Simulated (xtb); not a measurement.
Input file for xtb: GFN2-xTB on C2H2 (SMILES C#C).

```
$ xtb mol.xyz --gfn 2 --sp --chrg 0 --uhf 0
4

C      0.42229757    -0.24328049    -0.58113659
C     -0.33587133     0.00520841     0.31109152
H      1.09553213    -0.46375577    -1.37326245
H     -1.00565897     0.22474297     1.10641608
```

The head of its log:

```
[...]
           -------------------------------------------------
          |                Calculation Setup                |
           -------------------------------------------------



           -------------------------------------------------
          |                 G F N 2 - x T B                 |
           -------------------------------------------------

        Reference                      10.1021/acs.jctc.8b01176
      * Hamiltonian:
        H0-scaling (s, p, d)           1.850000    2.230000    2.230000
        zeta-weighting                 0.500000
      * Dispersion:
        s8                             2.700000
        a1                             0.520000
        a2                             5.000000
        s9                             5.000000
      * Repulsion:
        kExp                           1.500000    1.000000
        rExp                           1.000000
      * Coulomb:
        alpha                          2.000000
        third order                    shell-resolved
        anisotropic                    true
        a3                             3.000000
        a5                             4.000000
        cn-shift                       1.200000
        cn-exp                         4.000000
        max-rad                        5.000000


          ...................................................
          :                      SETUP                      :
          :.................................................:
          :  # basis functions                  10          :
          :  # atomic orbitals                  10          :
          :  # shells                            6          :
          :  # electrons                        10          :
          :  max. iterations                   250          :
          :  Hamiltonian                  GFN2-xTB          :
          :  restarted?                      false          :
          :  GBSA solvation                  false          :
          :  PC potential                    false          :
          :  electronic temp.          300.0000000     K    :
          :  accuracy                    1.0000000          :
          :  -> integral cutoff          0.2500000E+02      :
          :  -> integral neglect         0.1000000E-07      :
          :  -> SCF convergence          0.1000000E-05 Eh   :
          :  -> wf. convergence          0.1000000E-03 e    :
          :  Broyden damping             0.4000000          :
          :  net charge                          0          :
          :  unpaired electrons                  0          :
          ...................................................

 iter      E             dE          RMSdq      gap      omega  full diag
   1     -5.3570574 -0.535706E+01  0.877E+00    7.39       0.0  T
   2     -5.3606575 -0.360014E-02  0.518E+00    7.32       1.0  T
```

Task: Predict the final total energy.

Result: -5.2065 hartree.
